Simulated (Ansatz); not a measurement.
## From Al to In: the HOMO–LUMO gap

One atom is swapped for its congeners: AlHF `[F][AlH]`; GaHF `[F][GaH]`; InHF `[F][InH]`. All are doublets with charge 0.

Shapes, held fixed at every level: PBE0-D4/def2-TZVP. Programs: Ansatz 0.2.0. Values in eV.

```tsv
level	AlHF	GaHF	InHF
SPW92/def2-TZVPP	1.26	1.04	0.89
r2SCAN-D4/def2-TZVPP	2.43	2.17	1.90
B3LYP-D4/def2-TZVPP	2.89	2.70	2.43
BHLYP-D4/def2-TZVPP	5.06	5.06	4.66
r2SCAN0-D4/def2-TZVPP	4.00	3.95	3.62
wB97M-V/def2-TZVPP	6.68	7.08	6.68
wB97X-V/def2-TZVPP	7.30	7.37	6.94
```

At wB97X-V/def2-TZVPP the HOMO–LUMO gap isn't monotonic: it is largest for Ga and smallest for In (7.37 and 6.94 eV). 2 of 7 levels show this order throughout; 2 agree on the largest and the smallest. Open shells run unrestricted unless RO is named. For atoms past krypton def2 sets carry core potentials with scalar relativity. Relativity is left out for Ga unless named. Orbital gaps aren't excitation energies, and the LUMO depends on the basis.
